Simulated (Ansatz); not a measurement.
`[NH2][Mo](=[S])(=[S])[Cl]` + CH₄ → `[CH3][Mo]([NH2])(=[S])=[S]` + HCl at 600 K and 1 bar (formal exchange of groups at a Mo–Cl bond).

Isolated molecules relaxed with PBE0-D4/def2-TZVP in Ansatz; ΔE leaves out vibrations. CCSD(T)/CBS adds triple-zeta CCSD(T) − MP2 to the extrapolated MP2 energy (def2 sets, frozen cores). This one scheme is used for every species. Elements past krypton have def2 core potentials. For Mo outer-core shells are correlated without core-valence functions, which leaves a few kJ/mol of doubt a bond. One conformer a species, not always the lowest.

| species | CCSD(T)/CBS energy (Eh) | H − E (kJ/mol) | S (J/(mol·K)) |
| --- | --- | --- | --- |
| `[NH2][Mo](=[S])(=[S])[Cl]` | -1379.53298 | 138.4 | 446.5 |
| CH₄ | -40.46206 | 140.4 | 215.7 |
| `[CH3][Mo]([NH2])(=[S])=[S]` | -959.56113 | 237.6 | 468.8 |
| HCl | -460.38127 | 35.4 | 207.2 |

H − E and S are ideal-gas, rigid-rotor, harmonic terms from PBE0-D4/def2-TZVP, for one conformer and one mirror image of each species. 1 Eh = 2625.50 kJ/mol, R = 8.31446 J/(mol·K).

By hand: ΔE, ΔH, ΔS and ΔG.

ΔE = (-959.56113) + (-460.38127) − (-1379.53298) − (-40.46206) = 0.05264 Eh = 138.2 kJ/mol. Δ(H − E) = 237.6 + 35.4 − 138.4 − 140.4 = -5.8, so ΔH = 132.4 kJ/mol. ΔS = 468.8 + 207.2 − 446.5 − 215.7 = 13.8 J/(mol·K). ΔG = 132.4 − 600 × (13.8)/1000 = 124.1 kJ/mol.

By hand: the equilibrium constant, and the temperature at which ΔG would vanish if ΔH and ΔS stayed fixed.

log₁₀ K = −ΔG/(RT ln 10) = -10.8. ΔG = 0 at ΔH/ΔS = 9594 K, far beyond where these terms or the molecules hold.

The number of gas molecules stays the same, so ΔS is small and ΔH decides. A doubt of 5 kJ/mol in ΔE shifts log₁₀ K by 0.4 here. Other conformers and mirror images would add mixing entropy, several J/(mol·K) or more a flexible species. These are equilibria of isolated gas molecules and say nothing of rates. Largest T1 diagnostic: 0.025 (customary marks: 0.02 for closed shells, 0.045 for open ones).
